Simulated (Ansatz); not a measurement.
Tl3H4, relaxed as a doublet with UKS PBE-D4/def2-SVP in Ansatz, starting from the GFN2-xTB geometry. Force threshold 0.02 eV/Å.

In the def2 sets Tl takes a core potential; there is no spin–orbit coupling. The relaxation made no stability test and no search for a lower SCF solution. The structure comes from a short search, and lower isomers may exist.

Start:

```xyz
7

Tl   -1.827   -0.476    1.961
Tl    0.448   -1.361   -1.495
Tl    1.119    1.723   -0.102
H    -1.223   -1.789    0.091
H    -0.068    0.901   -1.984
H    -0.518    1.451    1.558
H     2.069   -0.451   -0.028
```

```csv
step,energy (eV),largest force component (eV/Å),SCF passes
1,-14149.2345,0.812,18
2,-14149.6842,0.416,23
3,-14149.8101,0.204,20
4,-14149.8251,0.085,20
5,-14149.8287,0.050,20
6,-14149.8294,0.039,21
7,-14149.8297,0.017,21
```

Force components are those of the run's own axes.

End:

```xyz
7

Tl   -1.7142   -0.4002    1.7336
Tl    0.3690   -1.2917   -1.3481
Tl    1.0099    1.6123   -0.0438
H    -1.0582   -1.6125    0.0974
H     0.0105    0.7538   -1.6835
H    -0.4220    1.2703    1.3921
H     1.8050   -0.3319   -0.1478
```

Bonds formed: Tl2–H4, Tl2–H5, Tl2–H7, Tl3–H5, Tl3–H6, Tl3–H7 (atoms count from 1).

No frequencies were taken in this run, so the end may be a saddle point.

Hardware: 4 threads of Arm Neoverse V2 on a shared host. Wall time 7.5 s.
